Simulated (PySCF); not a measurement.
These are PySCF 2.14.0 with TPSSh-D3(BJ)/def2-TZVP // TPSS-D3(BJ)/def2-SVP values and carry that method's errors. All species are isolated molecules in the gas phase. 

Reference species: [Zr(Cl)(Br)3] (neutral, multiplicity 1).

| Item | Value |
|---|---|
| HOMO–LUMO gap | 4.97 eV |
| mean distance from the central atom to its bonded neighbours | 2.448 Å |
| coordination number | 4 |
| LUMO | -3.31 eV |

Changed species: [Zr(Cl)4] (0 of 4 Cl replaced by Br; the reference has 3 of 4 Cl replaced by Br).

Problem. Predict the effect on the HOMO–LUMO gap, mean distance from the central atom to its bonded neighbours, coordination number and LUMO.

Solution. the HOMO–LUMO gap rises by 0.81 eV, to 5.78 eV; the mean distance from the central atom to its bonded neighbours falls by 0.111 Å, to 2.337 Å; the coordination number hardly moves; the LUMO goes up by 0.08 eV, to -3.23 eV.
